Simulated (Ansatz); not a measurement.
Two isomers of C2H3FSi: A = `F[SiH]1C=C1`, B = `C#C[SiH2]F`.

Isolated molecules relaxed with PBE0-D4/def2-TZVP in Ansatz; ΔE leaves out vibrations. CBS: MP2 limit from def2 TZ/QZ plus the TZ coupled-cluster correction, frozen cores. This one scheme is used for every species. DFT in def2-TZVPP. B3LYP here is the variant with VWN-RPA as its local correlation; programs differ in this.

A:

Z-matrix (Å, degrees):
```
Si
C 1 1.780
C 1 1.780 2 44.5
F 1 1.595 2 122.3 3 105.0
H 1 1.472 2 125.7 3 -107.1
H 2 1.084 1 158.3 3 -176.8
H 3 1.084 1 158.3 2 176.8
```

B:

```xyz
7

C     1.690    1.000    0.059
C     0.652    0.388    0.025
Si   -0.894   -0.562   -0.057
F    -1.971    0.104    0.913
H     2.607    1.544    0.092
H    -1.430   -0.528   -1.435
H    -0.654   -1.947    0.402
```

Task: Which is lower in electronic energy at CCSD(T)/CBS, and by how much? (An estimate is asked.)

Result: The calculation gave: B, by 6.9 kcal/mol.

Task: Give E(B) − E(A) in kcal/mol with B3LYP-D4, CCSD(T)/def2-SVP, MP2/def2-TZVPP, r2SCAN-D4, CCSD/def2-TZVPP, LDA (SPW92), ωB97M-V. (Estimate.)

Result: Computed: B3LYP-D4 -6.6, CCSD(T)/def2-SVP -7.4, MP2/def2-TZVPP -7.8, r2SCAN-D4 -2.2, CCSD/def2-TZVPP -7.6, LDA (SPW92) 3.8, ωB97M-V -3.6. The order is the other way round with LDA (SPW92).

Task: Does the order hold for the free energy at 298.15 K (harmonic terms from PBE0-D4)? (Estimate.)

Result: The calculation gave: Yes: G(B) − G(A) = -9.5 kcal/mol.

Largest T1 diagnostic: 0.012.

From r2SCAN to r2SCAN0 (25 % exact exchange), in def2-TZVPP and without D4, E(B) − E(A) moves by +1.0 kcal/mol. In def2-TZVPP, CCSD(T) changes the Hartree–Fock value by +3.8 kcal/mol (the triples alone add +0.3 kcal/mol) and MP2 by +3.3 kcal/mol.
